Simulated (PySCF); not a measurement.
Sn(H)2(Me)2 (C₂H₈Sn), SMILES [SnH2]([CH3])[CH3].

Coordinates come from a PBE-D3(BJ)/def2-SVP optimisation. The structure was generated by enumeration; whether it is a known compound was not checked. The def2 effective core potentials stand for the cores of Sn; spin–orbit coupling is left out.

These are PBE-D3(BJ)/def2-SVP in PySCF values and carry that method's errors.

Frequencies are harmonic and unscaled.

| mode | ν (cm⁻¹) | IR (km/mol) | moving atoms (share of kinetic energy) |
|---|---|---|---|
| 1 | 89 | 0.0 | H 99 % |
| 2 | 90 | 0.0 | H 94 % |
| 3 | 129 | 0.9 | C 57 %, H 32 %, Sn 11 % |
| 4 | 324 | 19.3 | H 94 % |
| 5 | 463 | 0.0 | H 100 % |
| 6 | 497 | 9.6 | C 74 %, H 18 % |
| 7 | 505 | 69.7 | C 54 %, H 30 %, Sn 15 % |
| 8 | 537 | 27.8 | H 85 %, C 14 % |
| 9 | 693 | 90.5 | H 99 % |
| 10 | 727 | 108.6 | H 86 %, C 13 % |
| 11 | 757 | 0.0 | H 85 %, C 15 % |
| 12 | 759 | 76.5 | H 81 %, C 17 % |
| 13 | 766 | 34.1 | H 80 %, C 19 % |
| 14 | 1158 | 0.7 | H 82 %, C 18 % |
| 15 | 1164 | 0.1 | H 83 %, C 17 % |
| 16 | 1384 | 0.0 | H 95 % |
| 17 | 1384 | 1.3 | H 95 % |
| 18 | 1389 | 1.7 | H 95 % |
| 19 | 1392 | 4.5 | H 95 % |
| 20 | 1827 | 150.1 | H 99 % |
| 21 | 1835 | 218.9 | H 99 % |
| 22 | 2990 | 4.9 | H 98 % |
| 23 | 2990 | 8.2 | H 98 % |
| 24 | 3101 | 0.0 | H 90 %, C 10 % |
| 25 | 3102 | 7.2 | H 90 %, C 10 % |
| 26 | 3104 | 1.9 | H 90 %, C 10 % |
| 27 | 3104 | 3.6 | H 90 %, C 10 % |
